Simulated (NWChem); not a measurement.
Molecule: CH4ClFSi; SMILES Cl[SiH](C)F

```xyz
8

Si    -0.0931     0.4038    -0.3781
C      1.3493     1.3661     0.2678
F     -1.4503     0.9397     0.3284
Cl     0.1114    -1.5862     0.1130
H     -0.2878     0.5021    -1.8447
H      1.2372     2.4349     0.0273
H      2.2883     1.0050    -0.1785
H      1.4223     1.2607     1.3608
```
Atoms are numbered in this order, from 1.

Level: PBE0/def2-SVP (NWChem), optimised geometry, unscaled harmonic frequencies. 

Q: List the harmonic frequencies with IR intensities, and the thermochemistry.

A: 
```csv
frequency (cm⁻¹),IR intensity (km/mol)
151,0.0
190,0.9
239,9.2
282,13.5
545,67.0
681,14.4
737,15.0
771,91.7
848,25.7
890,189.1
944,207.4
1273,41.5
1421,6.5
1421,4.1
2294,116.5
3064,0.2
3172,0.3
3178,0.0
```

```yaml
zero_point_energy: 31.6 kcal/mol
thermal correction to the enthalpy at 298.15 K (with zero-point energy): 35.7 kcal/mol
heat capacity Cv: 18.6 cal/(mol K)
entropy at 298.15 K and 1 atm (symmetry number 1): 76.0 cal/(mol K)
dipole_moment: 2.22 D
```

Rigid rotor and harmonic oscillator.
